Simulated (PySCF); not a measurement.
Be(NMe2)(SiH3) (C₂H₉BeNSi), SMILES C[N](C)[Be][SiH3]. Atoms are numbered in the order given.

```xyz
14

Be    -0.2368     0.1352     0.1747
N      0.8515    -0.4759    -0.6683
C      2.2575    -0.1475    -0.5220
C      0.6035    -1.4545    -1.7109
H      2.8625    -1.0401    -0.2663
H      2.6791     0.2756    -1.4555
H      2.4095     0.5961     0.2773
H      0.9457    -1.0940    -2.7014
H      1.1306    -2.4087    -1.5112
H     -0.4720    -1.6810    -1.7939
Si    -1.7944     1.0043     1.4013
H     -2.8541     0.0092     1.7700
H     -2.5040     2.1485     0.7428
H     -1.2547     1.5358     2.6962
```

The structure is a stationary point at B3LYP-D3(BJ)/def2-SVP. Other conformers were not sampled.

Two levels are set side by side: PBE/pcSseg-1 (PySCF) and PBE0/pcSseg-1 (PySCF). GIAO shifts against NH3 (¹⁵N), TMS (²⁹Si), TMS (¹H), TMS (¹³C) at the same level; non-relativistic, no solvent, atoms listed together averaged. Differences are taken from unrounded values.

| quantity | PBE |
|---|---|
| δ(¹⁵N) of N2 (ppm) | 101.3 |
| δ(¹³C) of C3, C4 (ppm) | 42.1 |
| δ(²⁹Si) of Si11 (ppm) | -153.2 |
| δ(¹H) of H12, H13, H14 (ppm) | 3.22 |

These are the PBE values. What does PBE0 give? (The exact figures need the calculation; the answer reports its results.)


```tsv
quantity	PBE0	PBE minus PBE0
δ(¹⁵N) of N2 (ppm)	87.5	13.8
δ(¹³C) of C3, C4 (ppm)	40.8	1.3
δ(²⁹Si) of Si11 (ppm)	-144.8	-8.4
δ(¹H) of H12, H13, H14 (ppm)	3.19	0.04
```

Rough cost on one machine, each run with all the roots and properties that it gave: PBE0 against PBE within a factor of 2.
